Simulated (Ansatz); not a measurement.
Geometry optimisation, RKS B3LYP/def2-SVP (Ansatz 0.2.0).

Input file:

```yaml
crystal:
  periodic: [false, false, false]
  atoms:
    - { symbol: Al, position_ang: [-1.295292, -0.282647, -1.492813] }
    - { symbol: Br, position_ang: [0.49943, 0.572704, -2.789956] }
    - { symbol: H, position_ang: [-1.38777, -1.849004, -1.3552] }
    - { symbol: H, position_ang: [-2.349599, 0.757215, -0.95548] }
    - { symbol: H, position_ang: [0.349651, 0.128574, -0.008114] }
    - { symbol: Si, position_ang: [0.911251, 0.160659, 1.334947] }
    - { symbol: H, position_ang: [2.310133, -0.343298, 1.23372] }
    - { symbol: H, position_ang: [0.869833, 1.570963, 1.81033] }
    - { symbol: H, position_ang: [0.092363, -0.715166, 2.222367] }
basis:
  gaussian: { orbitals: def2-SVP }
hamiltonian:
  xc: b3lyp
relax:
  f_tol: 0.03
  max_steps: 50
output:
  orbitals: {}
```

Launched with:

```bash
$ ansatz run input.yaml --threads 2 --pin off --max-ram 3072MiB --backend cpu --events-out ev --progress --plain --runs-dir out
```

Question: Where does it end, and by what steps?

Answer: It converged. After 5 steps the energy has fallen by 0.171 eV; Br2 moved furthest, 0.39 Å.

```
step  energy less start (eV)  largest force component (eV/Å)  accepted
   0                  0.0000                           0.929       yes
   1                 -0.1310                           0.310       yes
   2                 -0.1606                           0.135       yes
   3                 -0.1642                           0.299       yes
   4                 -0.1704                           0.030       yes
   5                 -0.1705                           0.003       yes
```

```xyz
9
Properties=species:S:1:pos:R:3
Al -1.148 -0.217 -1.550
Br 0.303 0.568 -3.132
H -1.224 -1.780 -1.346
H -2.196 0.803 -0.956
H 0.132 0.010 0.122
Si 0.871 0.129 1.428
H 2.253 -0.365 1.198
H 0.858 1.563 1.815
H 0.150 -0.710 2.421
```

The run took 12 s on 2 threads of Arm Neoverse V2, with other jobs on the host, peak memory 0.21 GiB.
